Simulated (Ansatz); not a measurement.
A structure relaxed at PBE-D4/def2-SVP in Ansatz, charge 0, singlet:

```xyz
16

In   -3.208    1.248    1.755
In    0.541    2.959    2.012
In   -1.174   -2.622    1.129
In    0.383   -1.585   -2.021
In   -2.312    1.765   -2.304
In    2.243   -0.285    0.450
Sb    0.923    2.289   -2.034
Sb    1.845    0.147   -3.758
Sb   -0.556    0.350   -0.063
Sb    3.540    1.103   -1.653
Br   -1.636   -4.986    2.059
Br   -2.429    3.568   -0.056
Br    2.722    0.200    2.927
Br   -1.534    2.289    3.838
Br   -1.398   -3.455   -2.158
Br    2.050   -2.985   -0.121
```

Problem. Give its formula.

Solution. the cluster In₆Sb₄Br₆.

Problem. Summarise the bond lengths by kind (pairs closer than 1.2 times the sum of covalent radii, bridged metal pairs left out).

Solution. 9 × Br–In 2.57 to 3.04 Å; 8 × In–Sb 2.83 to 3.34 Å; 4 × Sb–Sb 2.87 to 3.14 Å.

In the def2 sets In, Sb take a core potential; there is no spin–orbit coupling. Single mean-field runs in def2-SVP are fitted with def2-universal-jkfit. The structure comes from a short search, and lower isomers may exist.
